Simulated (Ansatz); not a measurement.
Frontier orbitals of C4H10AlCl (`C[CH2][Al]([Cl])[CH2]C`).

The species carries charge 0 and has multiplicity 1. Geometry: relaxed with PBE0-D4/def2-TZVP. It is one conformer, not always the lowest. Basis def2-TZVPP, Ansatz 0.2.0.

```json
{"functional": "PBE", "HOMO (eV)": "-6.07", "LUMO (eV)": "-1.41", "gap (eV)": "4.66"}
{"functional": "revPBE", "HOMO (eV)": "-6.02", "LUMO (eV)": "-1.28", "gap (eV)": "4.74"}
{"functional": "B97M-V", "HOMO (eV)": "-6.40", "LUMO (eV)": "-1.22", "gap (eV)": "5.18"}
{"functional": "PBE0", "HOMO (eV)": "-7.31", "LUMO (eV)": "-0.63", "gap (eV)": "6.68"}
{"functional": "B3LYP", "HOMO (eV)": "-7.11", "LUMO (eV)": "-0.84", "gap (eV)": "6.27"}
{"functional": "r2SCANh", "HOMO (eV)": "-6.78", "LUMO (eV)": "-0.82", "gap (eV)": "5.96"}
{"functional": "r2SCAN0", "HOMO (eV)": "-7.47", "LUMO (eV)": "-0.44", "gap (eV)": "7.03"}
{"functional": "HSE06 (plane-wave form)", "HOMO (eV)": "-6.91", "LUMO (eV)": "-1.00", "gap (eV)": "5.91"}
{"functional": "ωB97X-V", "HOMO (eV)": "-9.65", "LUMO (eV)": "1.26", "gap (eV)": "10.91"}
{"functional": "ωB97M-V", "HOMO (eV)": "-9.50", "LUMO (eV)": "0.95", "gap (eV)": "10.45"}
```

A quarter of exact exchange (PBE0) shifts PBE's HOMO by −1.24 eV and its LUMO by +0.78 eV; full exchange at long range (ωB97M-V) shifts them by −3.43 and +2.36 eV. The gap opens from 4.66 to 10.45 eV, since occupied levels lose self-interaction and empty ones feel all the electrons. A positive LUMO is unbound and depends on the basis.

B3LYP here is the variant with VWN-RPA as its local correlation; programs differ in this.
